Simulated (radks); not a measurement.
Species: the sulfur ion S14+. Configuration: [He]. Method: Dirac Kohn-Sham, PBE, spin-unpolarised, spherical densities, point nucleus; computed with a radial shooting solver on a logarithmic mesh with Libxc functionals.

Normalised radial functions P(r) = r R(r) (large component), r in bohr:

| r | 2p1/2 | 2p3/2 |
|---|---|---|
| 0.007306 | 0.0100 | 0.0091 |
| 0.008042 | 0.0120 | 0.0110 |
| 0.008852 | 0.0143 | 0.0132 |
| 0.009744 | 0.0171 | 0.0159 |
| 0.01073 | 0.0204 | 0.0190 |
| 0.01171 | 0.0241 | 0.0225 |
| 0.01289 | 0.0287 | 0.0270 |
| 0.01419 | 0.0343 | 0.0324 |
| 0.01562 | 0.0409 | 0.0388 |
| 0.0172 | 0.0487 | 0.0464 |
| 0.01878 | 0.0571 | 0.0547 |
| 0.02067 | 0.0679 | 0.0652 |
| 0.02275 | 0.0807 | 0.0777 |
| 0.02504 | 0.0957 | 0.0925 |
| 0.02757 | 0.1134 | 0.1098 |
| 0.0301 | 0.1322 | 0.1283 |
| 0.03314 | 0.1560 | 0.1517 |
| 0.03648 | 0.1837 | 0.1791 |
| 0.04015 | 0.2158 | 0.2108 |
| 0.0442 | 0.2528 | 0.2474 |
| 0.04826 | 0.2915 | 0.2857 |
| 0.05312 | 0.3395 | 0.3333 |
| 0.05848 | 0.3940 | 0.3874 |
| 0.06437 | 0.4555 | 0.4484 |
| 0.07085 | 0.5243 | 0.5168 |
| 0.07799 | 0.6005 | 0.5927 |
| 0.08517 | 0.6771 | 0.6689 |
| 0.09375 | 0.7675 | 0.7591 |
| 0.1032 | 0.8646 | 0.8560 |
| 0.1136 | 0.9672 | 0.9586 |
| 0.125 | 1.0739 | 1.0654 |
| 0.1365 | 1.1735 | 1.1651 |
| 0.1503 | 1.2814 | 1.2734 |
| 0.1654 | 1.3854 | 1.3779 |
| 0.1821 | 1.4814 | 1.4747 |
| 0.2005 | 1.5650 | 1.5592 |
| 0.2189 | 1.6266 | 1.6218 |
| 0.241 | 1.6728 | 1.6692 |
| 0.2652 | 1.6925 | 1.6903 |
| 0.292 | 1.6822 | 1.6813 |
| 0.3214 | 1.6392 | 1.6398 |
| 0.3509 | 1.5708 | 1.5725 |
| 0.3863 | 1.4658 | 1.4688 |
| 0.4252 | 1.3331 | 1.3369 |
| 0.4681 | 1.1784 | 1.1829 |
| 0.5152 | 1.0098 | 1.0147 |
| 0.5672 | 0.8363 | 0.8412 |
| 0.6193 | 0.6808 | 0.6854 |
| 0.6817 | 0.5229 | 0.5271 |
| 0.7504 | 0.3840 | 0.3875 |
| 0.826 | 0.2683 | 0.2711 |
| 0.9093 | 0.1775 | 0.1796 |
| 0.9929 | 0.1153 | 0.1168 |
| 1.093 | 0.0676 | 0.0686 |
| 1.203 | 0.0369 | 0.0375 |

2p1/2 (empty): eigenvalue -703.97 eV, 0 radial nodes, <r> = 0.338 bohr, 90 % of the charge inside 0.543 bohr. 2p3/2 (empty): eigenvalue -701.70 eV, 0 radial nodes, <r> = 0.340 bohr, 90 % of the charge inside 0.545 bohr.
